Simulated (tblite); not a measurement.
Te (SMILES [Te]), triplet; GFN1-xTB (tblite).

Here is a job for tblite.
```
$ tblite run mol.xyz --method gfn1 --charge 0 --spin 2 --etemp 2000 --json tblite.json --no-restart

# file mol.xyz
1

Te     0.00000000     0.00000000     0.00000000
```

What the program printed (banner, timings and long lists left out):

```
xTB calculator
 | screened Coulomb repulsion
 | Coulomb electrostatics
 |  * isotropic Klopman-Ohno-Mataga-Nishimoto electrostatics
 |  * onsite third-order electrostatics
 | DFT-D3(BJ) dispersion correction

halogen bonding energy    0.0000000000000E+00 Eh
repulsion energy          0.0000000000000E+00 Eh
dispersion energy         0.0000000000000E+00 Eh
number of electrons       6.0000000000000E+00 e
integral cutoff           2.5289693214950E+01 bohr

------------------------------------------------------------
  cycle        total energy    energy error   density error
------------------------------------------------------------
      1     -3.683494713283  -3.6834947E+00   8.2922080E-10
      2     -3.683494713283   0.0000000E+00   4.9753248E-10
------------------------------------------------------------

electronic energy        -3.6834947132834E+00 Eh
total energy             -3.6834947132834E+00 Eh

Post processing:
 | Mayer-Wiberg bond orders

[Info] JSON dump of results written to 'tblite.json'
```
